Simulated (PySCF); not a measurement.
Basis and Hamiltonian dependence of the excitation energy of Bi+

Bi+ [Xe] 4f14 5d10 6s2 6p2 (3P) → Bi+ [Xe] 4f14 5d10 6s1 6p2 6d1 (high-spin determinant). All values are computed (PySCF 2.14, energy differences of UHF-based or UKS calculations, no spin-orbit coupling). Values in eV.

```
                                                            basis    Hamiltonian  functions     UHF     PBE    PBE0  MP2 (valence)  CCSD(T) (valence)  CCSD(T) (valence and next inner shell)
                                   aug-cc-pwCVDZ-PP with ECP60MDF            ECP         48  16.590  18.238  18.066         17.240             17.107                                  18.087
                                     aug-cc-pVTZ-PP with ECP60MDF            ECP         55  16.425  18.156  17.973         17.061             16.942                                     n/a
          def2-TZVPPD with the def2 core potential (60 electrons)            ECP         56  16.432  18.162  17.980         17.129             17.031                                  17.987
x2c-TZVPPall with one added diffuse shell each of s, p, d, f type  spin-free X2C         99  16.469  18.191  18.004         17.105             16.999                                  17.944
                                                  aug-cc-pVQZ-DK3  spin-free X2C        118  16.415     n/a     n/a         17.111             16.977                                     n/a
```

Frozen in the all-electron rows: valence and next inner shell: [Kr] 4d10 4f14; valence: [Xe] 4f14 5d10; with a core potential, the same shells as far as they lie outside it.

One determinant mixes LS terms of the configuration, so the numbers do not refer to single terms. Spin-orbit coupling is strong in these open shells (close to jj coupling), so the scalar numbers refer to model states. The upper state lies above the first ionisation limit.
